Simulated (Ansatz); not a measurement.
Geometry optimisation, RKS PBE/6-31G* in Ansatz.

The input (input.yaml):

```yaml
crystal:
  periodic: [false, false, false]
  atoms:
    - { symbol: C, position_ang: [-1.9265, 0.7988, 0.823] }
    - { symbol: C, position_ang: [-0.5311, 0.7557, 0.351] }
    - { symbol: F, position_ang: [0.2256, 1.0804, 1.4092] }
    - { symbol: Si, position_ang: [0.098, -0.8827, -0.3004] }
    - { symbol: Si, position_ang: [2.2429, -0.7324, -0.901] }
    - { symbol: H, position_ang: [-2.674, 0.6445, -0.0052] }
    - { symbol: H, position_ang: [-2.1459, 0.1463, 1.635] }
    - { symbol: H, position_ang: [-2.149, 1.8647, 1.1875] }
    - { symbol: H, position_ang: [-0.3503, 1.5463, -0.3645] }
    - { symbol: H, position_ang: [-0.7878, -1.2577, -1.4688] }
    - { symbol: H, position_ang: [-0.1932, -1.9698, 0.7355] }
    - { symbol: H, position_ang: [2.4418, 0.3781, -1.8577] }
    - { symbol: H, position_ang: [3.0554, -0.4218, 0.2795] }
    - { symbol: H, position_ang: [2.6811, -1.9796, -1.4942] }
basis:
  gaussian: { orbitals: "6-31G*" }
hamiltonian:
  xc: pbe
relax:
  f_tol: 0.015
  max_steps: 40
```

Command:

```bash
$ ansatz run input.yaml --threads 2 --pin off --max-ram 3072MiB --backend cpu --events-out ev --progress --plain --runs-dir out
```

Question: Where does it end, and by what steps?

Answer: It converged. After 10 steps the energy has fallen by 0.493 eV; F3 moved furthest, 0.35 Å.

```tsv
step	energy less start (eV)	largest force component (eV/Å)	accepted
0	0.0000	2.793	yes
1	-0.4284	0.938	yes
2	-0.4789	0.279	yes
3	-0.4848	0.112	yes
4	-0.4881	0.029	yes
5	-0.4897	0.043	yes
6	-0.4913	0.092	yes
7	-0.4923	0.077	yes
8	-0.4929	0.060	yes
9	-0.4931	0.043	yes
10	-0.4935	0.010	yes
```

```xyz
14
Properties=species:S:1:pos:R:3
C -1.957 0.838 0.916
C -0.598 0.829 0.232
F 0.384 1.266 1.163
Si -0.005 -0.898 -0.390
Si 2.299 -0.766 -0.825
H -2.750 0.552 0.203
H -1.982 0.131 1.761
H -2.189 1.847 1.301
H -0.592 1.553 -0.607
H -0.778 -1.287 -1.623
H -0.295 -1.917 0.676
H 2.587 0.454 -1.653
H 3.078 -0.662 0.452
H 2.785 -1.971 -1.580
```

Whether the end is a true minimum wasn't checked by a vibrational analysis.

Time of the run: 29 s on 2 threads of Arm Neoverse V2 (shared host), peak memory 0.15 GiB.
